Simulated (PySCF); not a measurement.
# A survey of 19F NMR shifts

PySCF 2.14 calculation with shieldings: GIAO PBE0/pcSseg-1 and coordinates at the GFN2-xTB level; no solvent model, a single conformation, fast rotation and ring inversion assumed for equivalent nuclei, no relativistic terms.

Shieldings were converted by a linear fit to measured shifts: 19F (scatter 6.0 ppm rms, 7.0 ppm with the 5 outliers that the fit left out vs CFCl3, solution or neat liquid, with a term for F on sp3 carbon). A few per cent of atoms miss by over 2 rms, more outside the fitted compound classes.

(1) Give the 19F shifts of `C=C/C(=N/N=C)C(F)(F)F`, `CCc1cnc(F)cn1`, `O=C([SiH3])C/C=C\F`, `C=C[C@@H](C[SiH3])C(F)(F)F`.

(2) Match the shifts 18.8, -67.0, -90.5, -104.9, -118.1, -175.6 ppm to `C#CCN/N=C/C(F)(F)F`, `CCc1cnc(F)cn1`, `CO[C@]1(F)Cc2ccccc21`, `O=C(/C=C/F)C[SiH3]`, `C=CCn1cc(F)cn1`, `Cc1cccc(C(=O)F)c1C`.

Results:

(1) 
```tsv
compound	environment	δ (ppm)
C=C/C(=N/N=C)C(F)(F)F	fluorine of a CF3 group (×3)	-63.4
CCc1cnc(F)cn1	aryl fluorine	-90.5
O=C([SiH3])C/C=C\F	vinylic fluorine	-121.5
C=C[C@@H](C[SiH3])C(F)(F)F	fluorine of a CF3 group (×3)	-68.4
```

(2) 18.8: Cc1cccc(C(=O)F)c1C (fluorine bonded to C); -67.0: C#CCN/N=C/C(F)(F)F (fluorine of a CF3 group); -90.5: CCc1cnc(F)cn1 (aryl fluorine); -104.9: O=C(/C=C/F)C[SiH3] (vinylic fluorine); -118.1: CO[C@]1(F)Cc2ccccc21 (fluorine on an sp3 carbon); -175.6: C=CCn1cc(F)cn1 (aryl fluorine).
